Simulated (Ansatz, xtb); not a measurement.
## Isomers of H9NSi4 in order of energy

10 gas-phase structures of H9NSi4, found in a search over its isomers (lower ones may exist). Each was relaxed with GFN2-xTB; where two conformers were screened, the lower at r2SCAN-D4/def2-SVP is listed:

A. `[SiH3]N=[Si]([SiH3])[SiH3]`, a singlet
B. a singlet given by its coordinates
C. `[SiH2]=N[SiH]([SiH3])[SiH3]`, a singlet
D. `[SiH3]N1[SiH2][SiH2][SiH2]1`, a singlet
E. `[SiH3]/N=[SiH]/[SiH2][SiH3]`, a singlet
F. `[SiH3]/N=[SiH]\[SiH2][SiH3]`, a singlet
G. `[SiH2]=N[SiH2][SiH2][SiH3]`, a singlet
H. `[SiH3]/[SiH]=N/[SiH2][SiH3]`, a singlet
I. `[SiH3]/[SiH]=N\[SiH2][SiH3]`, a singlet
J. `N1[SiH2][SiH2][SiH2][SiH2]1`, a singlet

B (Å):

```xyz
14

N    -0.3601   -0.0834    0.8902
Si   -0.7065   -1.7172    1.3705
Si    1.2474    0.5962    1.0996
Si   -1.4800    1.0043    0.1266
Si    1.0870    2.6735    0.1490
H     0.3582   -2.1582    2.2647
H    -1.9926   -1.7253    2.0699
H    -0.7550   -2.5498    0.1643
H     1.5560    0.5501    2.5386
H     2.2094   -0.3389    0.4938
H    -2.6940    0.1252    0.1377
H     0.8212    2.7228   -1.2947
H     0.2150    3.6498    0.8139
H     2.4375    3.2813    0.2715
```

Close contacts (Å): N1–Si2 1.74, N1–Si3 1.76, N1–Si4 1.74, Si3–Si5 2.29, Si2–H6 1.46, Si2–H7 1.46, Si2–H8 1.47, Si3–H9 1.47, Si3–H10 1.47, Si4–H11 1.50, Si5–H12 1.47, Si5–H13 1.47, Si5–H14 1.49.

Task: Make a reasoned guess at their ranking by r2SCAN-D4/def2-SVP single-point energy.

Result: Calculated order at r2SCAN-D4/def2-SVP: J (0.0), D (2.0), B (32.4), E (40.8), F (41.5), A (42.3), G (43.6), H (44.9), C (45.0), I (45.1) kcal/mol. Less than 1 kcal/mol parts E and F; F and A; H and C; C and I, so the order within those pairs means little. CCSD(T)/def2-SVP + ΔMP2/def2-TZVPP after further relaxation puts D lowest instead.

Energies above the lowest of each column, in kcal/mol; the last columns are at B3LYP/6-31G* geometries and were run for some of them only (a dash: not run or not comparable):

```
structure  GFN2-xTB  HF/STO-3G  r2SCAN-D4/def2-SVP  B3LYP/6-31G*  CCSD(T)/def2-SVP + ΔMP2/def2-TZVPP
        J      14.9        0.0                 0.0           0.0                                 2.0
        D       0.0       17.6                 2.0           0.0                                 0.0
        B      12.8       48.4                32.4             –                                   –
        E      17.2       82.1                40.8             –                                   –
        F      17.4       81.9                41.5             –                                   –
        A      14.5       79.7                42.3             –                                   –
        G      18.3       87.7                43.6             –                                   –
        H      17.2       83.3                44.9             –                                   –
        C      19.0       87.8                45.0             –                                   –
        I      17.0       83.3                45.1             –                                   –
```

CCSD(T)/def2-SVP + ΔMP2/def2-TZVPP puts D lowest of those it was run on; HF/STO-3G picks J, r2SCAN-D4/def2-SVP picks J. CCSD(T)/def2-SVP + ΔMP2/def2-TZVPP orders those it was run on as D (0.0), J (2.0) kcal/mol. Some further structures that were screened fall inside this span and aren't listed. Flexible structures stand in one conformer each, not always the lowest. Frequencies (B3LYP/6-31G*) were run for D, J alone. ΔMP2 is the change of the MP2 energy from the smaller to the larger basis.

Over these structures GFN2-xTB departs from r2SCAN-D4/def2-SVP by 10.2 kcal/mol on average once a common shift is removed. A GFN2-xTB relaxation took about 0.2 s and the r2SCAN-D4/def2-SVP energy about 3.8 s on a shared host (Ansatz 0.2.0, xtb 6.7.1 (Pople sets with spherical d functions)).
